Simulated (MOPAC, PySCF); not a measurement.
HCl$_{2}$In, SMILES `[Cl][InH][Cl]`, neutral singlet in the gas phase. 

Z-matrix (Å, degrees):
```
In
H 1 1.6993
Cl 1 2.3339 2 124.02
Cl 1 2.3342 2 123.94 3 179.86
```
Charge 0, multiplicity 1.

All levels are single points at this geometry (B3LYP-D3(BJ)/def2-TZVP); Pople sets use spherical d functions. Orbital energies aren't observables, and empty levels follow the basis.

```csv
level,HOMO (eV),LUMO (eV),gap (eV),dipole (D),"vertical IE, Delta-SCF (eV)"
B3LYP-D3(BJ)/def2-TZVP in PySCF,-8.64,-2.28,6.36,2.59,–
PBE-D3(BJ)/def2-TZVP in PySCF,-7.53,-2.81,4.72,2.48,–
B3LYP/6-311+G** (LANL2DZ on In) in PySCF,-8.75,-2.34,6.41,3.06,–
B3LYP/6-31G* (LANL2DZ on In) in PySCF,-8.68,-2.31,6.37,2.89,11.09
B3LYP/LANL2DZ in PySCF,-8.72,-2.39,6.33,3.29,–
BP86/6-31G* (LANL2DZ on In) in PySCF,-7.70,-2.91,4.78,2.74,–
M06-2X/6-31G* (LANL2DZ on In) in PySCF,-10.32,-1.68,8.63,3.01,–
PBE/6-31G* (LANL2DZ on In) in PySCF,-7.59,-2.86,4.73,2.74,–
SVWN5/6-31G* (LANL2DZ on In) in PySCF,-7.69,-2.94,4.75,2.80,–
HF/6-31G* (LANL2DZ on In) in PySCF,-12.29,0.23,12.52,3.37,11.53
AM1 in MOPAC,-11.47,-1.89,9.58,2.48,–
PM6 in MOPAC,-11.38,-1.24,10.14,3.58,–
PM7 in MOPAC,-11.21,-0.70,10.51,4.36,–
```
